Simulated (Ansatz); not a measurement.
AlB₂H₅O, SMILES `B[O][AlH][BH2]` at its PBE0-D4/def2-TZVP geometry, where that method's forces vanish. Charge 0, multiplicity 1.

```json
{"atom": "B1", "x (Å)": "0.796", "y (Å)": "-1.234", "z (Å)": "1.692"}
{"atom": "O2", "x (Å)": "0.436", "y (Å)": "-0.789", "z (Å)": "0.490"}
{"atom": "Al3", "x (Å)": "-0.029", "y (Å)": "-0.210", "z (Å)": "-1.032"}
{"atom": "B4", "x (Å)": "-0.944", "y (Å)": "1.701", "z (Å)": "-1.101"}
{"atom": "H5", "x (Å)": "1.898", "y (Å)": "-0.988", "z (Å)": "2.113"}
{"atom": "H6", "x (Å)": "0.016", "y (Å)": "-1.876", "z (Å)": "2.348"}
{"atom": "H7", "x (Å)": "0.274", "y (Å)": "-1.171", "z (Å)": "-2.256"}
{"atom": "H8", "x (Å)": "-0.316", "y (Å)": "2.714", "z (Å)": "-1.236"}
{"atom": "H9", "x (Å)": "-2.130", "y (Å)": "1.853", "z (Å)": "-1.017"}
```

For each bond, give half the difference of the two atoms' forces along it (eV/Å; positive pushes the atoms apart) under PBE-D4, r2SCAN-D4, B3LYP-D4, ωB97M-V in def2-TZVPP. (Estimate.)

Ansatz gave: 
```csv
bond,length (Å),PBE-D4,r2SCAN-D4,B3LYP-D4,ωB97M-V
B1–O2,1.331,0.19,0.15,0.12,0.21
B1–H5,1.205,-0.03,-0.07,-0.12,-0.16
B1–H6,1.205,-0.03,-0.07,-0.12,-0.16
O2–Al3,1.693,0.19,-0.01,0.07,0.08
Al3–B4,2.121,-0.17,-0.03,0.04,0.01
Al3–H7,1.586,0.01,-0.03,-0.11,-0.16
B4–H8,1.199,0.09,-0.01,-0.09,-0.11
B4–H9,1.199,0.09,-0.01,-0.09,-0.11
```

B3LYP here is the variant with VWN-RPA as its local correlation; programs differ in this.
